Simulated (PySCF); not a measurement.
# What a mistake does to a calculation on B2FH5Si

All numbers below are calculated, not measured. They come from PySCF 2.14.0, an open-source quantum chemistry program, on an isolated molecule that a program drew, which may never have been made. The molecule is B2FH5Si (charge 0, singlet), drawn as the SMILES string `B[SiH2]BF`.

Each row is a Hartree-Fock (HF) and frozen-core CCSD(T) single point in the cc-pV(D+d)Z basis, meant for a local HF minimum. Run 1 is clean. Each other run has one planted mistake out of seven kinds, and not every kind appears here: one electron removed, one electron added, multiplicity raised by two, geometry at a saddle point, minimal basis STO-3G, one bond length entered in bohr, all coordinates scaled. The reference is restricted for singlets and unrestricted otherwise, and also for a bond in bohr. Adding or removing an electron swaps singlet and doublet. Electrons count all cores. HOMO and LUMO are orbital energies over both spins, the gradient is its largest component, and the lowest frequency (negative if imaginary) is given only where the gradient is small. Bond lengths are over the 8 bonds as drawn. T1 is the CCSD diagnostic: over 0.02 (restricted) or 0.045 (unrestricted) a single reference is doubtful.

Geometry of the clean run:
```xyz
9
B2FH5Si, angstrom
B    -1.6076    0.6451   -0.0141
Si   -0.1144   -0.3475   -0.9933
B    -0.9259   -1.9696   -1.9556
F    -1.2224   -1.9004   -3.2521
H    -2.1609    0.1238    0.9151
H    -1.9815    1.7363   -0.3416
H     0.8553   -0.8555    0.0159
H     0.6163    0.5197   -1.9521
H    -1.1885   -3.0072   -1.4079
```

| run | electrons | basis functions | <S^2> | HOMO (eV) | LUMO (eV) | gradient (hartree/bohr) | lowest frequency (cm^-1) | mean bond (Å) | longest bond (Å) | T1 | HF (hartree) | CCSD(T) (hartree) | mistake |
|---|---|---|---|---|---|---|---|---|---|---|---|---|---|
| 1 | 38 | 90 | 0.000 | -10.77 | 0.96 | 8.3e-06 | 26 | 1.5005 | 2.053 | 0.0162 | -440.65578 | -441.17006 | no fault |
| 2 | 38 | 29 | 0.000 | -8.39 | 6.18 | 3.5e-02 | - | 1.5005 | 2.053 | 0.0170 | -435.30631 | -435.48859 | minimal basis STO-3G |
| 3 | 39 | 90 | 0.768 | -0.79 | 6.93 | 2.6e-02 | - | 1.5005 | 2.053 | 0.0203 | -440.64970 | -441.18495 | one electron added |
| 4 | 38 | 90 | 0.000 | -10.73 | 0.89 | 3.3e-02 | - | 1.5485 | 2.119 | 0.0164 | -440.64864 | -441.16524 | all coordinates scaled |
| 5 | 38 | 90 | 0.953 | -9.03 | 0.59 | 1.7e-02 | - | 1.7288 | 3.880 | 0.0228 | -440.56013 | -441.05100 | ? |
| 6 | 38 | 90 | 2.036 | -7.69 | -1.69 | 4.5e-02 | - | 1.5005 | 2.053 | 0.0257 | -440.53935 | -441.04637 | ? |

**Which mistake was planted in run 5, and what did it cost?**

The mean bond changes by a factor of 1.152 and the longest by 1.890, so the molecule wasn't scaled as a whole. A length L in bohr read as angstrom grows by (1/0.5292 - 1) L = 0.890 L. The 8 bonds together grew by 8 x 0.2283 = 1.826 Å, which gives L = 2.053 Å. That is the length of one of the B-Si bonds, 2.053 Å in the clean geometry. So the mistake is: one bond length entered in bohr. Subtracting run 1 and multiplying by 627.51 kcal/mol a hartree, the energy moved by 60.0 kcal/mol in HF and 74.7 kcal/mol in CCSD(T).

**Which mistake was planted in run 6, and what did it cost?**

Electrons, basis and geometry are unchanged, and <S^2> is 2.036, beside S(S+1) = 2.00 for a multiplicity of 3. So the mistake is: multiplicity raised by two. Subtracting run 1 and multiplying by 627.51 kcal/mol a hartree, the energy moved by 73.1 kcal/mol in HF and 77.6 kcal/mol in CCSD(T).

